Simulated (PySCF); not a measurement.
Al(Me)(F) (CH3AlF), SMILES [Al+]([CH3])[F], charge +1. The structure is a stationary point at ωB97X-D3(BJ)/def2-TZVP. The multiplicity is an assumed one; other spin states were not compared. The isomer is the one that the SMILES or the coordinates give; other isomers of the formula were not compared.

TDDFT-CAM-B3LYP/def2-SVPD in PySCF puts the lowest singlet excitations at 7.53, 8.13, 8.13, 8.25, 8.25, 8.74 eV.

**Question.** What are the lowest excitation roots from ADC(2)/aug-cc-pVDZ in PySCF? (An estimate is asked for; the answer gives what the named calculation found.)

**Answer.** 7.80, 8.21, 8.21, 8.61, 8.61, 9.18 eV. S1 differs by 0.27 eV (second minus first; roots are paired by order, and the bases may differ).
